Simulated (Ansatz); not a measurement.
`[CH3][SnH]([CH3])[OH]` + `BrI` → `[CH3][SnH]([OH])[Br]` + `CI`  (formal exchange of groups at the Sn–C bond)

Computed with Ansatz on PBE0-D4/def2-TZVP structures; ΔE is electronic, products minus reactants. CBS: MP2 limit from def2 TZ/QZ plus the TZ coupled-cluster correction, frozen cores. Functionals use def2-TZVPP. def2 core potentials past Kr. For Br, I, Sn outer-core shells are correlated without core-valence functions, which leaves a few kJ/mol of doubt a bond. Scalar relativity is left out up to krypton. Each species was taken in one conformer, which may not be the lowest.

`[CH3][SnH]([CH3])[OH]`:

```xyz
12

C     0.864    0.916   -1.450
Sn    0.407   -0.402    0.155
C    -1.689   -0.601    0.520
O     1.197    0.524    1.715
H     1.946    1.002   -1.558
H     0.440    0.550   -2.386
H     0.451    1.901   -1.233
H     1.174   -1.936    0.022
H    -2.188   -1.041   -0.345
H    -1.861   -1.240    1.387
H    -2.116    0.383    0.715
H     1.376   -0.056    2.457
```

`BrI`:

```xyz
2

Br   -0.933   -0.733    0.332
I     0.933    0.733   -0.332
```

`[CH3][SnH]([OH])[Br]`:

Z-matrix (Å, degrees):
```
C
Sn 1 2.115
H 1 1.089 2 110.0
H 1 1.089 2 108.2 3 119.9
H 1 1.090 2 109.4 3 -120.7
O 2 1.958 1 104.9 3 -176.9
Br 2 2.490 1 109.5 3 -62.9
H 2 1.707 1 119.6 3 59.4
H 6 0.960 2 113.8 1 166.7
```

`CI`:

```xyz
5

C     0.198    0.108    0.028
I    -1.656   -0.904   -0.237
H     0.014    1.171   -0.090
H     0.558   -0.119    1.027
H     0.886   -0.257   -0.728
```

| level | ΔE (kcal/mol) |
| --- | --- |
| BLYP-D4 | -27.7 |
| CAM-B3LYP-D4 | -29.6 |

Question: What does CCSD(T)/CBS give? (Estimate.)

Answer: Computed: -30.0 kcal/mol. The listed levels differ from it by 2.3, 0.4 kcal/mol.

Largest T1 diagnostic among the species: 0.012.

In def2-TZVPP, CCSD(T) changes the Hartree–Fock value by +3.6 kcal/mol (the triples alone add +0.2 kcal/mol) and MP2 by +1.7 kcal/mol. Leaving LDA and LC-ωPBE aside and taking each functional with its dispersion term where it has one, the values, not all of them listed here, spread over 4.6 kcal/mol, from PBE-QIDH to BLYP-D4. From PBE to PBE0 (25 % exact exchange), in def2-TZVPP and without D4, ΔE moves by −1.7 kcal/mol.
